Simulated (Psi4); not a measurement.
C₄H₁₁GaO (SMILES CC(C)(C)[O][GaH2]), singlet, geometry from GFN2-xTB (such geometries of metal compounds can be far from the true shape), atoms displaced at random by about 0.08 Å a coordinate; HF/STO-3G, gradient (Psi4).

Psi4 was given this input:
```
memory 2 GB

molecule mol {
0 1
  Ga    0.463705   -0.314112    1.484634
  H    -0.656933   -0.511579    2.725633
  H     1.887866   -0.699671    1.777316
  O     0.269368   -0.055703   -0.126304
  C    -0.287575    0.236312   -1.291406
  C    -1.338431    1.445017   -0.936703
  C     0.716256    0.776241   -2.089653
  C    -1.076505   -0.769243   -1.798014
  H    -2.010137    1.713242   -1.797011
  H    -0.829544    2.330824   -0.424329
  H    -2.286801    1.106328   -0.104954
  H     1.202086    1.690311   -1.700026
  H     0.306715    1.216345   -3.177171
  H     1.380575    0.195027   -2.413353
  H    -1.865557   -1.218640   -1.197660
  H    -0.231764   -1.618762   -2.230850
  H    -1.492636   -0.520161   -2.835265
symmetry c1
no_reorient
no_com
}

set basis sto-3g
set reference rhf

gradient('scf')
print_variables()
```

Write the output that Psi4 gives for this input, abridged.


```
gradient() will perform analytic gradient computation.

   => Loading Basis Set <=

    Name: STO-3G
    Role: ORBITAL
    Keyword: BASIS

         ---------------------------------------------------------
                                   SCF
               by Justin Turney, Rob Parrish, Andy Simmonett
                          and Daniel G. A. Smith
                              RHF Reference
         ---------------------------------------------------------

  ==> Geometry <==

    Molecular point group: c1
    Full point group: C1

    Geometry (in Angstrom), charge = 0, multiplicity = 1:

       Center              X                  Y                   Z               Mass
    ------------   -----------------  -----------------  -----------------  -----------------
         GA           0.463705000000    -0.314112000000     1.484634000000    68.925573500000
         H           -0.656933000000    -0.511579000000     2.725633000000     1.007825032230
         H            1.887866000000    -0.699671000000     1.777316000000     1.007825032230
         O            0.269368000000    -0.055703000000    -0.126304000000    15.994914619570
         C           -0.287575000000     0.236312000000    -1.291406000000    12.000000000000
         C           -1.338431000000     1.445017000000    -0.936703000000    12.000000000000
         C            0.716256000000     0.776241000000    -2.089653000000    12.000000000000
         C           -1.076505000000    -0.769243000000    -1.798014000000    12.000000000000
         H           -2.010137000000     1.713242000000    -1.797011000000     1.007825032230
         H           -0.829544000000     2.330824000000    -0.424329000000     1.007825032230
         H           -2.286801000000     1.106328000000    -0.104954000000     1.007825032230
         H            1.202086000000     1.690311000000    -1.700026000000     1.007825032230
         H            0.306715000000     1.216345000000    -3.177171000000     1.007825032230
         H            1.380575000000     0.195027000000    -2.413353000000     1.007825032230
         H           -1.865557000000    -1.218640000000    -1.197660000000     1.007825032230
         H           -0.231764000000    -1.618762000000    -2.230850000000     1.007825032230
         H           -1.492636000000    -0.520161000000    -2.835265000000     1.007825032230

  Running in c1 symmetry.

  Rotational constants: A =      0.15307  B =      0.04107  C =      0.04028 [cm^-1]
  Rotational constants: A =   4588.77579  B =   1231.22322  C =   1207.45349 [MHz]
  Nuclear repulsion =  456.924237222613385

  Charge       = 0
  Multiplicity = 1
  Electrons    = 74
  Nalpha       = 37
  Nbeta        = 37

  ==> Algorithm <==

  SCF Algorithm Type is DF.
  DIIS enabled.
  MOM disabled.
  Fractional occupation disabled.
  Guess Type is SAD.
  Energy threshold   = 1.00e-08
  Density threshold  = 1.00e-08
  Integral threshold = 1.00e-12

  ==> Primary Basis <==

  Basis Set: STO-3G
    Blend: STO-3G
    Number of shells: 34
    Number of basis functions: 54
    Number of Cartesian functions: 55
    Spherical Harmonics?: true
    Max angular momentum: 2

   => Loading Basis Set <=

    Name: (STO-3G AUX)
    Role: JKFIT
    Keyword: DF_BASIS_SCF

  ==> Integral Setup <==

  SCF_SUBTYPE=INCORE selected. In-core MEM_DF algorithm will be used.
  Using in-core AOs.

  ==> MemDFJK: Density-Fitted J/K Matrices <==

    J tasked:                   Yes
    K tasked:                   Yes
    wK tasked:                   No
    Algorithm:                 Core
    Schwarz Cutoff:           1E-12
    Mask sparsity (%):       4.5953
    Fitting Condition:        1E-10

   => Auxiliary Basis Set <=

  Basis Set: (STO-3G AUX)
    Blend: DEF2-UNIVERSAL-JKFIT
    Number of shells: 251
    Number of basis functions: 841
    Number of Cartesian functions: 1040
    Spherical Harmonics?: true
    Max angular momentum: 5

  Minimum eigenvalue in the overlap matrix is 1.6794100770E-01.
[...]
  @DF-RHF Final Energy: -2130.59355302144104
    Total Energy =                      -2130.5935530214410392
[...]
         GA           0.463705000000    -0.314112000000     1.484634000000    68.925573500000
         H           -0.656933000000    -0.511579000000     2.725633000000     1.007825032230
         H            1.887866000000    -0.699671000000     1.777316000000     1.007825032230
         O            0.269368000000    -0.055703000000    -0.126304000000    15.994914619570
         C           -0.287575000000     0.236312000000    -1.291406000000    12.000000000000
         C           -1.338431000000     1.445017000000    -0.936703000000    12.000000000000
         C            0.716256000000     0.776241000000    -2.089653000000    12.000000000000
         C           -1.076505000000    -0.769243000000    -1.798014000000    12.000000000000
         H           -2.010137000000     1.713242000000    -1.797011000000     1.007825032230
         H           -0.829544000000     2.330824000000    -0.424329000000     1.007825032230
         H           -2.286801000000     1.106328000000    -0.104954000000     1.007825032230
         H            1.202086000000     1.690311000000    -1.700026000000     1.007825032230
         H            0.306715000000     1.216345000000    -3.177171000000     1.007825032230
         H            1.380575000000     0.195027000000    -2.413353000000     1.007825032230
         H           -1.865557000000    -1.218640000000    -1.197660000000     1.007825032230
         H           -0.231764000000    -1.618762000000    -2.230850000000     1.007825032230
         H           -1.492636000000    -0.520161000000    -2.835265000000     1.007825032230

  Nuclear repulsion =  456.924237222613385

  ==> Basis Set <==

  Basis Set: STO-3G
    Blend: STO-3G
    Number of shells: 34
    Number of basis functions: 54
    Number of Cartesian functions: 55
    Spherical Harmonics?: true
    Max angular momentum: 2

  ==> DFJKGrad: Density-Fitted SCF Gradients <==

    Gradient:                    1
    J tasked:                  Yes
    K tasked:                  Yes
    wK tasked:                  No
    Integrals threads:           1
    Schwarz Cutoff:          1E-12
    Fitting Condition:       1E-10

   => Auxiliary Basis Set <=

  Basis Set: (STO-3G AUX)
    Blend: DEF2-UNIVERSAL-JKFIT
    Number of shells: 251
    Number of basis functions: 841
    Number of Cartesian functions: 1040
    Spherical Harmonics?: true
    Max angular momentum: 5

  -Total Gradient:
     Atom            X                  Y                   Z
    ------   -----------------  -----------------  -----------------
       1        0.027058423337     0.006913498980     0.068773453588
       2       -0.044468491938    -0.011858194921     0.052646885143
       3        0.034223159802    -0.012539376618     0.004530413362
       4       -0.072602636888     0.064333343117    -0.217159263785
       5        0.108771385950    -0.160440371241    -0.130099866212
       6        0.094600724538     0.005057363269    -0.067047176997
       7        0.045190973462    -0.241189734761     0.161026812246
       8        0.005968110301     0.211039992484     0.197365806799
       9       -0.035114700158    -0.006389229427    -0.012342541112
      10        0.017333398642     0.029677308642     0.030758311993
      11       -0.096874460890    -0.016774443705     0.066248158036
      12        0.008348793422     0.023706316703    -0.009011792201
      13       -0.018505509884     0.035429379753    -0.085991151246
      14       -0.138417153840     0.129805387570     0.045985408471
      15       -0.010397282444    -0.003660047914    -0.005507062143
      16        0.078254773563    -0.049710617841    -0.051193680615
      17       -0.003369506988    -0.003400574053    -0.048982715443

  Variable Map:
  ----------------------------------------------------------------------------
[...]
  Array Variable Map:
  ----------------------------------------------------------------------------
[...]
[...]
```
